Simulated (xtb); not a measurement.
3-fluorothiophene (C4H3FS), SMILES Fc1ccsc1. All values are semi-empirical tight-binding results from xtb (GFN2-xTB unless named), good for trends rather than for accurate numbers. Geometry: GFN2-xTB.

Optimised geometry:

```xyz
9

F     -0.2397     2.3269     0.0000
C     -0.0512     0.9985     0.0000
C      1.2365     0.4144     0.0000
C      1.1587    -0.9395     0.0000
S     -0.4659    -1.5019     0.0000
C     -1.0723     0.1029     0.0000
H      2.1470     0.9836     0.0000
H      1.9610    -1.6492     0.0000
H     -2.1254     0.2950     0.0000
```

- point group as xtb finds it: Cs
- orbital gap: 3.93 eV
- zero-point energy: 35.8 kcal/mol
- G − E(el) at 298.15 K (modified RRHO): 17.8 kcal/mol
- static polarisability (D4 model): 65.5 bohr³
- solvation energy, GFN2-xTB/ALPB(water): -0.4 kcal/mol
- solvation energy, GFN2-xTB/ALPB(toluene): -4.3 kcal/mol

Give the atomic charges and the Wiberg bond orders between heavy atoms. (The exact figures need the calculation; the answer reports its results.)

charges (e) F1 -0.22, C2 0.16, C3 -0.06, C4 -0.03, S5 0.01, C6 -0.05, H7 0.06, H8 0.06, H9 0.07. Bond orders F1–C2 0.96, C2–C3 1.24, C3–C4 1.63, C4–S5 1.20, C2–C6 1.57, S5–C6 1.20.
